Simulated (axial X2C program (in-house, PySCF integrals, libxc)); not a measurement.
## IBr⁺: bond constants with and without spin–orbit coupling

Calculated with an axial X2C code built on PySCF integrals. Spin-free means the one-electron spin-free X2C Hamiltonian; two-component (2c) means X2C with spin–orbit coupling and atomic mean-field two-electron Coulomb and Gaunt terms, so the difference of the two also holds small scalar two-electron terms. Basis: I dyall-cv3z [11s12p8d4f1g], Br dyall-cv3z [8s9p6d4f1g] (cores contracted in-house); Gaussian nuclei, density fitting, unrestricted open shells. Masses: I 126.904 u, Br 78.918 u.

Input file and command:
```json
{"zs": [53, 35], "q": 1, "bas": ["dyall-cv3z", "dyall-cv3z"], "levels": ["PBE0", "HF", "LDA"], "cc": true, "r0": 2.47, "thr": -2.0, "nmax": 90, "npts": 10, "nst": 2, "ntry": 6}
```
```bash
python so2c.py task.json out
```

Keys: zs atomic numbers; q charge; bas basis sets; levels methods; cc coupled cluster on or off; r0 starting distance in Å; thr threshold in hartree for freezing inner shells (an s shell follows its p shell); nmax most natural virtual spinors; npts points on the curve; nst determinants followed; ntry starts of the search. HF also brings MP2.

State, spin-free: M_S = 1/2, Λ = 1 (beyond evenly filled blocks: π+α, π+β, π-α); electrons by block: σα: 18, σβ: 18, π+α: 10, π+β: 10, π-α: 10, π-β: 9, δ+α: 3, δ+β: 3, δ-α: 3, δ-β: 3. Fragments: I+ + Br.

State, 2c: Ω = 3/2 (⟨Sz⟩ = 0.50, ⟨Lz⟩ = 1.00 at PBE0); electrons by block: 1/2: 28, -1/2: 28, 3/2: 13, -3/2: 12, 5/2: 3, -5/2: 3. Fragments: I+ + Br.

| Hamiltonian | level | Re (Å) | ωe (cm⁻¹) | ωexe (cm⁻¹) | Be (cm⁻¹) | De (eV) | μ (D) |
| --- | --- | --- | --- | --- | --- | --- | --- |
| spin-free | PBE0 | 2.377 | 318.9 | 0.68 | 0.06131 | 2.85 | -0.51 |
| spin-free | CCSD | 2.390 | 312.3 | n/a | 0.06064 | 2.22 | n/a |
| spin-free | CCSD(T) | 2.397 | 311.0 | 0.608 | 0.06031 | 2.41 | n/a |
| spin-free | LDA | 2.380 | 309.8 | 0.705 | 0.06114 | 3.95 | -0.30 |
| 2c | PBE0 | 2.386 | 312.3 | 0.715 | 0.06088 | 2.67 | -0.71 |
| 2c | LDA | 2.390 | 302.2 | 0.756 | 0.06066 | 3.61 | -0.49 |

Correlated methods: 13 electrons correlated (number of frozen shells: I 4 s, 3 p, 2 d; Br 3 s, 2 p, 1 d), 261 virtual spin orbitals or spinors in MP2, 90 natural virtuals in coupled cluster.

Dipoles are positive if Br is the positive end and refer to the centre of mass.

One determinant describes the state; a PBE0 search over occupations chose it and may have missed a lower one. Dissociation energies refer to the lowest single-determinant-based atoms at the same level and basis. Density functionals use the spin component along the axis (collinear). Coupled cluster ran in a truncated set of natural virtual spinors; the MP2 energy of the rest was added. (T) has no such correction and the atoms are truncated less, which lowers De at CCSD(T) by a hundredth of an eV or more. Without a current term, density functionals place determinants with orbital angular momentum somewhat too high. The determinant is spin-polarised beyond a pure state at some levels (its spin-free form has ⟨S²⟩ too high), which makes Re and μ there less reliable.

No reliable constants came from CCSD (2c), CCSD(T) (2c), HF (2c), HF (spin-free), MP2 (2c), MP2 (spin-free): no minimum in range, unconverged points, a curve that is not smooth, a change of character along it, or the two Hamiltonians disagreeing along it.

Rough cost a point (2c) on 1 thread(s) of a shared host, integrals apart: PBE0 1.4 s, LDA 0.4 s.

The whole task took 3.5 min on 1 thread of Arm Neoverse V2, on a shared host.
